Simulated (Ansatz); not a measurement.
Consider the formal exchange of groups at the Si–Si bond: `C=C[SiH](O)[SiH](O)O` + GeH₄ → `O[SiH](O)[GeH3]` + `C=C[SiH2]O`.

Program: Ansatz. Geometries: PBE0-D4/def2-TZVP. ΔE: electronic, gas phase. CBS: MP2 limit from def2 TZ/QZ plus the TZ coupled-cluster correction, frozen cores. DFT in def2-TZVPP. For Ge outer-core shells are correlated without core-valence functions, which leaves a few kJ/mol of doubt a bond. Scalar relativity is left out up to krypton. Each species was taken in one conformer, which may not be the lowest.

`C=C[SiH](O)[SiH](O)O`:

Cartesian coordinates in Å:
```
C 2.307 0.207 0.499
C 1.789 -0.701 -0.327
Si -0.036 -0.932 -0.593
O -0.557 -0.348 -2.066
Si -1.474 0.281 0.818
O -0.624 1.557 1.432
O -2.736 0.739 -0.135
H 3.380 0.304 0.643
H 1.679 0.889 1.064
H 2.479 -1.357 -0.860
H -0.311 -2.400 -0.532
H -0.203 -0.740 -2.865
H -2.093 -0.469 1.942
H -1.082 2.134 2.046
H -2.516 0.835 -1.066
```

GeH₄:

Z-matrix (Å, degrees):
```
Ge
H 1 1.534
H 1 1.534 2 109.5
H 1 1.534 2 109.5 3 -120.0
H 1 1.534 2 109.5 3 120.0
```

`O[SiH](O)[GeH3]`:

Cartesian coordinates in Å:
```
O 0.136 -1.816 -0.963
Si 0.435 -0.203 -0.855
O 1.996 0.160 -0.484
Ge -1.022 0.776 0.767
H -0.002 -2.317 -0.159
H 0.234 0.317 -2.223
H 2.278 0.110 0.429
H -0.731 0.175 2.161
H -2.502 0.501 0.452
H -0.823 2.297 0.876
```

`C=C[SiH2]O`:

Cartesian coordinates in Å:
```
C -0.878 -1.071 0.879
C -0.909 0.145 0.342
Si 0.564 0.922 -0.480
O 1.816 -0.145 -0.601
H 0.029 -1.671 0.872
H -1.745 -1.520 1.354
H -1.844 0.704 0.384
H 0.153 1.423 -1.823
H 1.081 2.060 0.320
H 1.732 -0.848 -1.246
```

(1) Is it downhill or uphill in electronic energy at CCSD(T)/CBS, and by how much? (Estimate.)

(2) What do these levels give: ωB97X-V, ωB97M-V, r2SCAN, HF/def2-QZVPP, MP2/def2-QZVPP, CCSD/CBS(def2)? (An estimate is asked.)

Largest T1 diagnostic among the species: 0.012.

## Answers

(1) The calculation gave: Downhill: ΔE = -16.8 kJ/mol.

(2) The calculation gave: ωB97X-V -11.9, ωB97M-V -16.3, r2SCAN -18.9, HF/def2-QZVPP -21.3, MP2/def2-QZVPP -18.7, CCSD/CBS(def2) -18.4 kJ/mol.

In def2-TZVPP, CCSD(T) changes the Hartree–Fock value by +5.7 kJ/mol (the triples alone add +1.6 kJ/mol) and MP2 by +3.3 kJ/mol. The D4 term adds +7.6 kJ/mol with B3LYP and +4.6 kJ/mol with PBE0; it sums over pairs of atoms, weighted by their polarisabilities, and B3LYP, whose exchange is more repulsive, gets the larger term.

B3LYP here is the variant with VWN-RPA as its local correlation; programs differ in this.
